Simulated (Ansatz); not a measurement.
Input for Ansatz (a program for electronic structure): R-CCSD(T)/aug-cc-pVDZ on C2H2N2 (a complex), monomers drawn apart or pushed together.

Ansatz 0.2 input:
```yaml
crystal:
  periodic: [false, false, false]
  atoms:
    - {symbol: C, position_ang: [-0.21658715, 0.39363787, -1.13054421]}
    - {symbol: N, position_ang: [-0.11584127, 0.33019047, 0.02627859]}
    - {symbol: H, position_ang: [-0.02787827, 0.27470161, 1.03611601]}
    - {symbol: C, position_ang: [0.13129243, 0.17471782, 2.87448451]}
    - {symbol: N, position_ang: [0.23146779, 0.11245153, 4.02705189]}
    - {symbol: H, position_ang: [0.31789536, 0.05877417, 5.02047443]}
basis:
  gaussian:
    orbitals: aug-cc-pVDZ
magnetization: {spin_polarized: false}
correlation: {method: ccsd_t, electrons: outside_noble_gas}
scf: {lower_state_search: off}
```

The head of its log:

```
Functional definition: HF
[...]
these checks for a lower state are left out or cut short: stability, starts, cluster_reference, orbital_swaps, neighbouring_geometries, increment
integrals: 0.17 GiB planned
1110 factors; integrals over basis functions are off by at most 9.3e-4 eV
mean field: 0.22 GiB planned
mean field evaluation 1: about -5052.0131 eV, gradient 3.4e1 eV
mean field evaluation 2: about -5052.0160 eV, gradient 3.4e1 eV
mean field evaluation 4: about -5054.4350 eV, gradient 4.4e0 eV
mean field evaluation 8: about -5054.4863 eV, gradient 6.8e-5 eV
mean field -5054.48630522 eV, -185.7489456629 hartree, gradient 2.5e-6 eV, S^2 0.000000; 0 other end points of the search recorded, 0 dependent functions left out
4 core orbitals not correlated
reference -5054.48630522 eV, -185.7489456629 hartree; 10, 10 occupied and 96, 96 virtual orbitals, 1110 factors
```

Problem. Predict the final total energy.

Solution. -186.3707 hartree (reference determinant -185.7489, T1 diagnostic 0.016).
